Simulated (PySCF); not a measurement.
**Question.** Write Cartesian coordinates for `O=CCC(F)(F)F` (3,3,3-trifluoropropanal) as optimised with PBE0-D3(BJ)/def2-SVP.

**Answer.** 
```xyz
10
C3H3F3O angstrom
O      2.394   -0.071    0.608
C      1.252    0.292    0.623
C      0.101   -0.583    0.180
C     -0.955    0.177   -0.581
F     -0.435    0.777   -1.656
F     -1.932   -0.628   -0.995
F     -1.506    1.131    0.179
H      0.964    1.307    0.995
H     -0.378   -1.007    1.078
H      0.485   -1.409   -0.434
```

Orientation and origin are arbitrary. Atoms count from 1 in this order. Of the pairs four or more bonds apart, F7···H8 is among the closest relative to their van der Waals radii: 2.61 Å, 98 % of the sum of Bondi's values.

Bonds between heavy atoms (Å): O1=C2 1.198, C2–C3 1.512, C3–C4 1.507, C4–F5 1.336, C4–F6 1.332, C4–F7 1.339.

Computed with PBE0-D3(BJ)/def2-SVP geometry optimisation, gas phase in PySCF.

Point group: C1 (no symmetry element, even within 0.4 Å). Stationary, but not proved a minimum. One conformer, not necessarily the lowest (O1–C2–C3–C4 -141°).

On an x86-64 server with one thread, no GPU, shared host, this took 37 s wall, 26 s CPU. This is the geometry optimisation.
